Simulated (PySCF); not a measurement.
## Excitation energy of Zr by level of theory

Zr [Kr] 4d2 5s2 (3F) → Zr [Kr] 4d3 5s1, s spin flipped, as a difference of total energies. Computed with PySCF 2.14 in x2c-QZVPPall (13s8p7d3f2g, 111 functions), with scalar relativity by spin-free X2C-1e. Correlated levels: valence: [Kr] frozen; valence and next inner shell: [Ar] 3d10 frozen. The calculations carry no spin-orbit coupling.

```
                                method  excitation energy (eV)
                                   UHF                   1.063
                                   LDA                   1.000
                                   PBE                   0.951
                                  PBE0                   0.942
                                r2SCAN                   0.907
                                  BLYP                   1.017
                                M06-2X                   0.996
                                  TPSS                   0.971
                         MP2 (valence)                   1.257
                     SCS-MP2 (valence)                   1.402
    MP2 (valence and next inner shell)                   1.261
SCS-MP2 (valence and next inner shell)                   1.372
```

Q: How much does correlation contribute at MP2 (valence and next inner shell)?

A: 1.261 − (1.063) = 0.198 eV, measured against UHF.

The upper determinant mixes two multiplicities, so it lies between the two terms.
